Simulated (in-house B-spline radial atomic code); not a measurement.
Results of a calculation; reference values are marked as such.
**Building a PAW s channel for B, r_c = 1.33 bohr**

B, [He] 2s2 2p1, non-relativistic PBE, spherical and spin-unpolarised, from an all-electron radial atomic-structure program (B-spline basis) (atomic units; all potentials screened as in the neutral atom).

Two all-electron partial waves φ1, φ2 are integrated outwards at E1 = ε(2s) = -0.346865 and E2 = E1 + 0.5 hartree; φ1 is the bound orbital and φ2 has unit norm inside r_c = 1.3284 bohr. Smooth partners are polynomials, r^1(a0 + a1 r² + a2 r⁴ + a3 r⁶), matched to φ and three derivatives at r_c, with no condition on the norm. The local potential is -4.23963 + (3.98035) r² + (-1.83446) r⁴ + (0.329335) r⁶ inside 1.0876 bohr and the all-electron one outside.

```tsv
wave	φ(r_c)	φ'(r_c)	a0	a1	a2	a3
1	0.720509	0.1801754	0.5357144	0.1883652	-0.1489113	0.02510934
2	1.304926	-0.359716	1.299181	0.1937017	-0.3093124	0.05541969
```

Inside r_c the overlaps are <φi φj> = [[0.24519, 0.49429], [0.49429, 1.00000]] and, for the smooth waves, [[0.26535, 0.54414], [0.54414, 1.12173]]. With χj = (Ej − T − V_local) applied to smooth wave j, the program's quadrature gives the matrix B_ij = <smooth i, χj> as [[0.26748, 0.61445], [0.58953, 1.35516]].

**Question.** Check the match of the first wave, and find the augmentation charges q_ij.

**Answer.** At r_c the four terms are 0.71164, 0.44156, -0.61599, 0.18329, which sum to 0.7205, φ1(r_c) to rounding. q_ij is the all-electron overlap less the smooth one: [[-0.02015, -0.04985], [-0.04985, -0.12173]]. The smooth first wave has a norm of 0.2653 inside r_c against 0.2452, so q11 is negative and must stay small enough for the overlap operator to be positive.

**Question.** B isn't symmetric. Show that D_ij = B_ij + Ej q_ij is.

**Answer.** Integrating by parts gives B12 − B21 = (E1 − E2) q12: 0.61445 − (0.58953) = 0.02492, and −0.5 × (-0.04985) = 0.02492. So D12 = 0.61445 + (0.153135)(-0.04985) = 0.60682 and D21 = 0.58953 + (-0.346865)(-0.04985) = 0.60682; D11 = 0.27447, D22 = 1.33652. The projectors, p = (B⁻¹)ᵀ χ, are dual to the smooth waves; det B = 0.00024, small beside B11 B22, as the two smooth waves look alike inside r_c.

Solving (T + V_local + Σ p D p) ψ = E (1 + Σ p q p) ψ in a sphere of 9 bohr gives these levels:

| all-electron | one projector | two projectors |
| --- | --- | --- |
| -0.346852 | -0.346852 | -0.346852 |
| 0.043296 | 0.043122 | 0.043296 |
| 0.331048 | 0.330014 | 0.331048 |
| 0.769186 | 0.764887 | 0.769165 |
| 1.347880 | 1.333840 | 1.347630 |

**Question.** What does the second projector gain?

**Answer.** With one projector the errors are 0.00, -0.17, -1.03, -4.30, -14.04 millihartree. With two the errors are 0.00, 0.00, 0.00, -0.02, -0.25 millihartree. The scattering is exact at E1 and at E2 = 0.153, and over all levels compared the largest error is 0.25 millihartree. The lowest eigenvalue of the overlap operator is 0.8347 with one and 0.2731 with two projectors. The smooth orbital alone needs a cutoff of 8.82 hartree for 1 millihartree of kinetic energy, against 12.1 for a norm-conserving Troullier-Martins orbital of the same radius; part of the gain comes from giving up the norm, part from the simpler form.
